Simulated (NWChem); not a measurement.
Species: CrNH2SOCl; SMILES [S]=[Cr]([NH2])(=[O])[Cl]

```xyz
7

Cr    -0.2753     0.1011     0.1009
O     -0.9886     0.1885     1.4451
S      1.1113     1.4944    -0.0749
Cl     0.6305    -1.8318    -0.0915
N     -1.4651     0.3338    -1.1673
H     -2.4588     0.2143    -0.9817
H     -1.2707     0.7431    -2.0776
```
Atoms are numbered in this order, from 1.

All runs: NWChem. Medium grid unless said otherwise, to which SCAN and Minnesota functionals are sensitive. Coordinates come from a PBE0/def2-SVP optimisation. No frequency run checked for a minimum.

### Question
Estimate the computed values for r2SCAN0/def2-SVP. Quantities: highest occupied level (eV); orbital gap (eV); dipole (D).

### Answer
The highest occupied level (eV) is -8.03 and the orbital gap (eV) is 4.01. The dipole (D) comes out as 3.89.
